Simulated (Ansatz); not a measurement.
C₇H₉Al, SMILES `[CH3][AlH][c]1ccccc1`. Charge 0, multiplicity 1. Geometry: relaxed with PBE0-D4/def2-TZVP. It is one conformer, not always the lowest.

```xyz
17

C    -1.564   -2.808    0.615
Al   -0.507   -1.854   -0.721
C     0.137   -0.056   -0.348
C    -0.134    0.587    0.866
C     0.326    1.868    1.129
C     1.075    2.541    0.175
C     1.361    1.931   -1.038
C     0.896    0.649   -1.291
H    -2.483   -2.260    0.853
H    -1.852   -3.811    0.291
H    -1.012   -2.908    1.556
H    -0.138   -2.488   -2.135
H    -0.720    0.077    1.627
H     0.102    2.345    2.077
H     1.437    3.544    0.376
H     1.947    2.456   -1.785
H     1.129    0.186   -2.246
```

Question: What is the dipole moment at r2SCAN/def2-TZVPP? (An estimate is asked.)

Answer: Ansatz gave: 0.84 D, with components (-0.08, 0.50, 0.67) D in this frame, pointing from negative to positive charge.

Question: And with PBE, B3LYP, ωB97M-V? (Best estimate.)

Answer: Computed: PBE 0.84 D, B3LYP 0.78 D, ωB97M-V 0.75 D.

Question: Give the Mulliken charges with r2SCAN, PBE, ωB97M-V in def2-TZVPP. (Estimate.)

Answer: Ansatz gave: 
```json
{"atom": "C1", "r2SCAN": "-0.40", "PBE": "-0.44", "ωB97M-V": "-0.54"}
{"atom": "Al2", "r2SCAN": "0.56", "PBE": "0.40", "ωB97M-V": "0.50"}
{"atom": "C3", "r2SCAN": "-0.29", "PBE": "-0.17", "ωB97M-V": "-0.27"}
{"atom": "C4", "r2SCAN": "-0.01", "PBE": "-0.05", "ωB97M-V": "-0.04"}
{"atom": "C5", "r2SCAN": "-0.17", "PBE": "-0.16", "ωB97M-V": "-0.17"}
{"atom": "C6", "r2SCAN": "-0.03", "PBE": "-0.06", "ωB97M-V": "-0.07"}
{"atom": "C7", "r2SCAN": "-0.17", "PBE": "-0.16", "ωB97M-V": "-0.17"}
{"atom": "C8", "r2SCAN": "-0.01", "PBE": "-0.07", "ωB97M-V": "-0.06"}
{"atom": "H9", "r2SCAN": "0.07", "PBE": "0.09", "ωB97M-V": "0.11"}
{"atom": "H10", "r2SCAN": "0.07", "PBE": "0.10", "ωB97M-V": "0.12"}
{"atom": "H11", "r2SCAN": "0.07", "PBE": "0.09", "ωB97M-V": "0.11"}
{"atom": "H12", "r2SCAN": "-0.15", "PBE": "-0.13", "ωB97M-V": "-0.11"}
{"atom": "H13", "r2SCAN": "0.09", "PBE": "0.11", "ωB97M-V": "0.12"}
{"atom": "H14", "r2SCAN": "0.09", "PBE": "0.11", "ωB97M-V": "0.12"}
{"atom": "H15", "r2SCAN": "0.10", "PBE": "0.11", "ωB97M-V": "0.12"}
{"atom": "H16", "r2SCAN": "0.09", "PBE": "0.11", "ωB97M-V": "0.12"}
{"atom": "H17", "r2SCAN": "0.10", "PBE": "0.11", "ωB97M-V": "0.12"}
```

B3LYP here is the variant with VWN-RPA as its local correlation; programs differ in this.
